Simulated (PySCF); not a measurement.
# Two-component Hartree-Fock for Os (osmium, neutral)

Start: [Xe] 4f14 5d6 6s2; 5d3/2 filled at m_j = -3/2, -1/2, +1/2, +3/2; 5d5/2 filled at m_j = +3/2, +5/2. Calculated with PySCF 2.14 in x2c-TZVPall-2c with one added diffuse shell each of s, p, d type (12s12p11d2f, 117 functions): generalised Hartree-Fock with the X2C-1e Hamiltonian and a Gaussian nucleus; one run each with spin-orbit coupling (SO) switched off, then screened by Boettger's factors.

| spinor shell | electrons | ε, spin-free (eV) | ε, screened SO (eV) | weight of nominal j (screened SO) | rms radius, screened SO (bohr) |
| --- | --- | --- | --- | --- | --- |
| 1s1/2 | 2 | -74279.6 | -74254.5 | 1.000 | 0.0201 |
| 2s1/2 | 2 | -13082.8 | -13074.7 | 1.000 | 0.0809 |
| 2p1/2 | 2 | -11398.5 | -12495.7 | 1.000 | 0.0687 |
| 2p3/2 | 4 | -11398.5 | -10958.8 | 1.000 | 0.0764 |
| 3s1/2 | 2 | -3109.5 | -3106.8 | 1.000 | 0.207 |
| 3p1/2 | 2 | -2606.7 | -2848.4 | 1.000 | 0.198 |
| 3p3/2 | 4 | -2606.7 | -2507.8 | 1.000 | 0.214 |
| 3d3/2 | 4 | -2037.6 | -2080.2 | 1.000 | 0.188 |
| 3d5/2 | 6 | -2037.6 | -2006.8 | 1.000 | 0.193 |
| 4s1/2 | 2 | -690.54 | -689.54 | 1.000 | 0.459 |
| 4p1/2 | 2 | -522.69 | -579.95 | 1.000 | 0.466 |
| 4p3/2 | 4 | -522.69 | -498.89 | 1.000 | 0.499 |
| 4d3/2 | 4 | -309.95 | -318.81 | 0.999 | 0.519 |
| 4d5/2 | 6 | -309.95 | -303.11 | 1.000 | 0.531 |
| 5s1/2 | 2 | -108.20 | -107.92 | 1.000 | 1.08 |
| 5p1/2 | 2 | -62.363 | -72.821 | 0.731 | 1.09 |
| 4f5/2 | 6 | -71.379 | -72.544 | 0.910 | 0.676 |
| 4f7/2 | 8 | -71.379 | -69.577 | 0.992 | 0.611 |
| 5p3/2 | 4 | -62.363 | -57.767 | 0.979 | 1.29 |
| 5d3/2 | 4 | -12.546 | -12.516 | 0.724 | 1.91 |
| 5d5/2 | 2 | -12.546 | -12.510 | 0.833 | 1.92 |
| 6s1/2 | 2 | -7.839 | -7.826 | 0.994 | 3.46 |

| quantity | spin-free | screened SO |
| --- | --- | --- |
| E (hartree) | -17241.02672 | -17263.74355 |
| M_J | 4 | 4 |
| ⟨J²⟩ | 20.043 | 20.084 |
| ⟨L²⟩ | 6.009 | 6.707 |
| ⟨S²⟩ | 6.035 | 5.830 |

Each row is a mean over spinors that exchange with the open shell spreads, by up to 7.462 eV (5p3/2).

Rows whose weight is well below 1 are mixtures of j = l ± 1/2: exchange outweighs spin-orbit coupling there, and the label is only the starting occupation.

⟨J²⟩ departs a little from M_J(M_J + 1) because the unrestricted spinors polarise the closed shells.

Breit and QED terms are absent; they matter most for the inner s and p1/2 levels.

Densities and radii are taken from the X2C orbitals without a picture-change correction, which distorts them close to the nucleus.

Without spin-orbit coupling the j labels of p, d and f shells carry no meaning; the spin-free column gives the mean over the occupied spinors of each nl shell.
